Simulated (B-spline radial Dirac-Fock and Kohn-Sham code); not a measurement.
# Tl³⁺ in Watson spheres of different radius

Calculated with a B-spline atomic structure program, using Dirac-Fock (average of configuration) total-energy differences with a finite nucleus, the Breit interaction including its frequency dependence, and self-energy and vacuum-polarisation corrections. The ion, [Xe] 4f14 5d10, sits in a hollow sphere of charge Q = -3, a simple model of the Madelung potential. Inside the sphere an electron's potential energy is raised by the constant 14.40·|Q|/R eV, so binding energies fall by about that much as long as the orbitals stay inside.

```
radius (Å)  14.40 |Q|/R (eV)  1s (eV)  2s (eV)  2p1/2 (eV)  2p3/2 (eV)  3s (eV)  3p1/2 (eV)  3p3/2 (eV)  3d3/2 (eV)  3d5/2 (eV)  4s (eV)  4p1/2 (eV)  4p3/2 (eV)  4d3/2 (eV)  4d5/2 (eV)  4f5/2 (eV)  4f7/2 (eV)  5s (eV)  5p1/2 (eV)  5p3/2 (eV)  5d3/2 (eV)  5d5/2 (eV)
       1.6             27.00  85536.5  15363.9     14709.6     12667.5   3723.2      3431.3      2972.5      2497.0      2400.7    864.8       738.8       626.6       421.0       400.1       132.5       128.1    151.0       107.3       87.23       24.66       22.40
         2             21.60  85541.8  15369.1     14714.9     12672.8   3728.5      3436.6      2977.8      2502.3      2406.0    870.1       744.1       631.9       426.3       405.4       137.8       133.3    156.3       112.6       92.54       29.96       27.70
```

From the smallest to the largest radius 1s moves by +5.3 eV, while the constant potential alone would give +5.4 eV; the difference comes from charge outside the sphere and its screening.
